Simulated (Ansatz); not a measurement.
`C1[CH2][GeH2][NH]1`, 11 atoms. Total charge 0; spin multiplicity 1. Correlated methods include outer-core shells of Ge, which these sets cover unevenly. Scalar relativity is left out up to krypton. All runs use 4 threads of an Intel Xeon 6975P-C on a shared host. Correlated methods freeze the cores.

How many basis functions does each run have, and how long does it take in Ansatz? RKS revPBE-D4/def2-TZVPP energy; RKS ωB97M-V/def2-QZVPP energy; RHF-CCSD(T)/def2-TZVPP energy; RKS ωB97M-V/def2-SVP energy; RKS PBE0-D4/def2-TZVP frequencies; RKS PBE0-D4/def2-TZVP relaxation (7 steps); RKS PBE0-D4/def2-QZVPP energy; direct RPA on PBE orbitals/def2-TZVPP energy; RHF-CCSD(T)/def2-SVP energy; RKS SPW92 (LDA)/def2-TZVPP energy; RKS PBE0-D4/def2-SVP energy; RKS LC-ωPBE/def2-TZVPP energy. (An estimate is asked.)

Ansatz gave: Other jobs shared the machine, so times are rough.

| level | job | functions | wall time | peak host memory (GiB) |
| --- | --- | --- | --- | --- |
| RKS PBE0-D4/def2-SVP | energy | 109 | 0.55 s | 0.43 |
| RKS SPW92 (LDA)/def2-TZVPP | energy | 239 | 0.7 s | 0.31 |
| RKS revPBE-D4/def2-TZVPP | energy | 239 | 0.95 s | 0.31 |
| RKS LC-ωPBE/def2-TZVPP | energy | 239 | 1.4 s | 0.44 |
| RKS ωB97M-V/def2-SVP | energy | 109 | 1.8 s | 0.43 |
| direct RPA on PBE orbitals/def2-TZVPP | energy | 239 | 2.7 s | 0.59 |
| RHF-CCSD(T)/def2-SVP | energy | 109 | 3.3 s | 0.56 |
| RKS PBE0-D4/def2-QZVPP | energy | 470 | 4.6 s | 1.7 |
| RKS ωB97M-V/def2-QZVPP | energy | 470 | 9 s | 2.1 |
| RKS PBE0-D4/def2-TZVP | relaxation (7 steps) | 183 | 13 s | 0.51 |
| RHF-CCSD(T)/def2-TZVPP | energy | 239 | 36 s | 5.1 |
| RKS PBE0-D4/def2-TZVP | frequencies | 183 | 75 s | 0.5 |

LC-ωPBE has ω = 0.4 bohr⁻¹.
